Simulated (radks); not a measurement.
The numbers below are computed, except where a source is named.
Question: Neutral thallium, 81 electrons, occupied as [Hg] 6p1 (the NIST ground configuration). Level of theory: scalar-relativistic Kohn-Sham, PBE, spin-polarised, spherical densities, finite nucleus; open shells are filled with parallel spins first (spin-orbit coupling, left out, can overturn this in heavy ions); Fermi nuclear charge, rms radius 5.4759 fm (a radial shooting solver on a logarithmic mesh with Libxc functionals). Some entries of the table are withheld. Estimate them.

orbital  occ.  eigenvalue (eV)  <r^2> (bohr^2)  r(max) (bohr)
1s up       1        -85580.64       0.0003690        0.01003
1s down     1        -85580.63       0.0003690        0.01003
2s down     1        -15238.75        0.005606        0.05815
2s up       1        -15238.75        0.005606        0.05815
2p up       3        -13111.74        0.004755        0.04833
2p down     3        -13111.74        0.004755        0.04833
3s up       1        -3637.424         0.03608         0.1639
3s down     1        -3637.421         0.03608         0.1639
3p up       3        -3024.870         0.03727         0.1638
3p down     3        -3024.867         0.03727         0.1638
3d up       5        -2388.875         0.03088         0.1334
3d down     5        -2388.873         0.03088         0.1334
4s up       1        -811.7613          0.1731         0.3689
4s down     1        -811.7571          0.1731         0.3689
4p up       3        -610.8744          0.1981         0.3890
4p down     3        -610.8697          0.1981         0.3890
4d up       5        -374.9959          0.2232         0.3954
4d down     5        -374.9905          0.2232         0.3954
5s up       1        -130.8516          0.8627         0.8080
5s down     1        -130.8429          0.8627         0.8080
4f up       7        -113.9924          0.2629         0.3580
4f down     7        -113.9860          0.2629         0.3580
5p up       3         -76.0588             (1)         0.9045
5p down     3         -76.0507             (2)         0.9045
5d up       5         -15.4855           2.291          1.115
5d down     5         -15.3940           2.261          1.115
6s up       1          -9.7320           7.082          2.082
6s down     1          -9.2408           6.965          2.065
6p up       1          -2.6154           17.21          2.925
6p down     0          -1.9775           16.86          2.900

Answer: 
(1) 5p up <r^2> (bohr^2): 1.147
(2) 5p down <r^2> (bohr^2): 1.146
